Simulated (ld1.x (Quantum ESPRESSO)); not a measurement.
An all-electron radial function and its pseudo partner (Ti)

Columns: radius, all-electron u(r) and pseudo u(r) of the 4p shell (level -3.93 eV) of titanium in the configuration [Ar] 3d2 4s1.5 4p0; PBE, scalar-relativistic, ultrasoft scheme, ld1.x (Quantum ESPRESSO) 7.5.

| r (bohr) | all-electron | pseudo |
| --- | --- | --- |
| 0.138 | 0.1175 | 0.0008 |
| 0.275 | 0.0756 | 0.0031 |
| 0.413 | -0.0487 | 0.0074 |
| 0.550 | -0.1517 | 0.0139 |
| 0.688 | -0.2056 | 0.0232 |
| 0.825 | -0.2121 | 0.0357 |
| 0.963 | -0.1834 | 0.0519 |
| 1.100 | -0.1329 | 0.0720 |
| 1.238 | -0.0700 | 0.0965 |
| 1.375 | -0.0026 | 0.1249 |
| 1.513 | 0.0656 | 0.1572 |
| 1.650 | 0.1307 | 0.1925 |
| 1.788 | 0.1920 | 0.2304 |
| 1.925 | 0.2476 | 0.2694 |
| 2.062 | 0.2978 | 0.3085 |
| 2.200 | 0.3426 | 0.3469 |
| 2.338 | 0.3820 | 0.3831 |
| 2.475 | 0.4157 | 0.4158 |
| 2.613 | 0.4445 | 0.4445 |
| 2.750 | 0.4683 | 0.4683 |
| 2.888 | 0.4877 | 0.4877 |
| 3.025 | 0.5027 | 0.5027 |
| 3.162 | 0.5136 | 0.5136 |
| 3.300 | 0.5209 | 0.5209 |
| 3.438 | 0.5248 | 0.5248 |
| 3.575 | 0.5256 | 0.5256 |

Q: How many radial nodes do the two functions have?

A: The all-electron 4p function has n − l − 1 = 2; the pseudo-wave has 0, since the states of the same l below it are removed with the core.

Q: At about which radius was the pseudo-wave matched?

A: 2.60 bohr, where the columns begin to agree (steps of 0.14 bohr).

Q: Is the pseudo-wave norm-conserving?

A: No, it belongs to an ultrasoft set: the norm inside the radius is not constrained, and the difference is carried by the augmentation charge.
